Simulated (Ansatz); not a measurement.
The cluster PdBr₂. Charge 0, multiplicity 3. Geometry r2SCAN-D4/def2-TZVP; atoms count from 1.

```tsv
atom	x (Å)	y (Å)	z (Å)
Pd1	0.000	0.000	0.000
Br2	-0.641	2.225	-0.014
Br3	0.641	-2.225	0.014
```

In the def2 sets Pd takes a core potential; there is no spin–orbit coupling. The structure comes from a short search, and lower isomers may exist.

(1) Estimate the Mulliken populations from the PBE0/def2-TZVP orbitals of Ansatz.

(2) Where does the spin sit?

(3) And the Mayer bond orders between heavy atoms (over 0.3)?

Answers

(1) 
| atom | charge (e) | spin (α − β) | d electrons |
| --- | --- | --- | --- |
| Pd1 | 0.45 | 1.09 | 8.68 |
| Br2 | -0.22 | 0.46 | – |
| Br3 | -0.22 | 0.46 | – |
Mulliken values depend strongly on the basis.

(2) Summed by element: Pd 1.09, Br 0.91, of 2 unpaired in all. Largest on single atoms: Pd1 1.09, Br2 0.46, Br3 0.46.

(3) Pd1–Br2 1.17 (2.32 Å); Pd1–Br3 1.17 (2.32 Å).
